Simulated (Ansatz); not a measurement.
Consider the isomerisation: `CC(=O)[SiH2]N` → `C[SiH2]C(N)=O`.

Calculated with Ansatz (gas phase, PBE0-D4/def2-TZVP geometries, no zero-point term in ΔE). CBS: MP2 limit from def2 TZ/QZ plus the TZ coupled-cluster correction, frozen cores. Functionals use def2-TZVPP. Each species was taken in one conformer, which may not be the lowest.

```json
{"species": "`CC(=O)[SiH2]N`", "B2PLYP energy (Eh)": "-499.72049"}
{"species": "`C[SiH2]C(N)=O`", "B2PLYP energy (Eh)": "-499.72473"}
```

Question: Work out ΔE.

Answer: ΔE = (-499.72473) − (-499.72049) = -0.00424 Eh = -11.1 kJ/mol. CCSD(T)/CBS gives -4.3 kJ/mol.

Largest T1 diagnostic among the species: 0.015.

In def2-TZVPP, CCSD(T) changes the Hartree–Fock value by −6.4 kJ/mol (the triples alone add −2.7 kJ/mol) and MP2 by −8.9 kJ/mol. From PBE to PBE0 (25 % exact exchange), in def2-TZVPP and without D4, ΔE moves by +4.8 kJ/mol.
